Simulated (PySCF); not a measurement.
**Working out the ionisation energy of Se²⁺**

Se²⁺ [Ar] 3d10 4s2 4p2 (3P) → Se³⁺ [Ar] 3d10 4s2 4p1 (2P). Computed with PySCF 2.14 in def2-QZVPPD (12s8p5d4f1g, 98 functions), with the non-relativistic Hamiltonian (point nucleus). Frozen: [Ar] 3d10. Energies in hartree (1 hartree = 27.21139 eV):

```csv
part,Se²⁺ (lower),Se³⁺ (upper)
UHF,-2398.793658,-2397.656230
CCSD correlation,-0.076612,-0.059863
(T),-0.001800,-0.000792
```

What does Hartree-Fock give?

(-2397.656230) − (-2398.793658) = 1.137428 hartree = 30.951 eV.

What do CCSD and CCSD(T) give?

The CCSD correlation energies differ by 0.016749 hartree = 0.456 eV and the triples by 0.001008 hartree = 0.027 eV, so CCSD gives 31.407 eV and CCSD(T) 31.434 eV.

A first-order spin-orbit estimate adds -0.036 eV to CCSD(T) (valence), giving 31.398 eV against 31.697 ± 0.019 eV (measured; NIST Atomic Spectra Database, ionization energies).

The calculation is non-relativistic.

What remains against the reference includes basis incompleteness, the frozen core and higher excitations.
